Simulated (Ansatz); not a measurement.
Consider the formal exchange of groups at the Al–Br bond: `[CH3][Al]([Cl])[Br]` + `CC` → `[CH3][Al]([CH3])[Cl]` + `CBr`.

Isolated molecules relaxed with PBE0-D4/def2-TZVP in Ansatz; ΔE leaves out vibrations. CCSD(T)/CBS adds triple-zeta CCSD(T) − MP2 to the extrapolated MP2 energy (def2 sets, frozen cores). This one scheme is used for every species. DFT in def2-TZVPP. HSE06 is defined as in plane-wave codes. For Br outer-core shells are correlated without core-valence functions, which leaves a few kJ/mol of doubt a bond. Scalar relativity is left out up to krypton.

| species | HSE06 energy (Eh) |
| --- | --- |
| `[CH3][Al]([Cl])[Br]` | -3316.26366 |
| `CC` | -79.74647 |
| `[CH3][Al]([CH3])[Cl]` | -782.20928 |
| `CBr` | -2613.73449 |

(1) Work out ΔE.

Largest T1 diagnostic among the species: 0.009.

Answers

(1) ΔE = (-782.20928) + (-2613.73449) − (-3316.26366) − (-79.74647) = 0.06636 Eh = +1.81 eV. CCSD(T)/CBS gives +1.84 eV.

From BLYP to BHLYP (50 % exact exchange), in def2-TZVPP and without D4, ΔE moves by +0.17 eV. Leaving LDA and LC-ωPBE aside and taking each functional with its dispersion term where it has one, the values, not all of them listed here, spread over 0.18 eV, from BLYP-D4 to BHLYP-D4. LDA lies +0.04 eV from PBE without D4. In def2-TZVPP, CCSD(T) changes the Hartree–Fock value by −0.16 eV (the triples alone add −0.02 eV) and MP2 by −0.11 eV.
